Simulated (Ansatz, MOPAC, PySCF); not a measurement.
System: HSO2, net charge 0, doublet state. SMILES: O=[SH]=O
Structure (B3LYP-D3(BJ)/def2-TZVP (Ansatz, a program for electronic structure) minimum search):
```xyz
4

O     -0.5889    -0.8416    -0.8537
S      0.1777    -0.1774     0.1905
O      0.2823     1.2705     0.3001
H     -0.3907    -0.5936     1.3816
```
Charge 0, spin multiplicity 2.

Unscaled harmonic wavenumbers (cm⁻¹) in rising order, each level at the stationary point that it reaches from this structure (no distance between atoms moves by over 0.3 Å); the order of modes can differ between levels, and a negative number is imaginary. B3LYP-D3(BJ)/def2-TZVP (PySCF, at the structure above): 461, 811, 988, 1080, 1287, 2273.

AM1 (MOPAC): 399, 753, 906, 1073, 1170, 2080. Zero-point energy 9.1 against 9.9 kcal/mol; where all levels lie over 400 cm⁻¹, the wavenumbers are on average 0.933 times those of B3LYP-D3(BJ)/def2-TZVP.

PM7 (MOPAC): 361, 741, 1020, 1026, 1211, 2591. Zero-point energy 9.9 against 9.9 kcal/mol; where all levels lie over 400 cm⁻¹, the wavenumbers are on average 0.995 times those of B3LYP-D3(BJ)/def2-TZVP.

B3LYP/6-31G* (Ansatz): 441, 801, 977, 1028, 1221, 2297. Zero-point energy 9.7 against 9.9 kcal/mol; where all levels lie over 400 cm⁻¹, the wavenumbers are on average 0.977 times those of B3LYP-D3(BJ)/def2-TZVP.
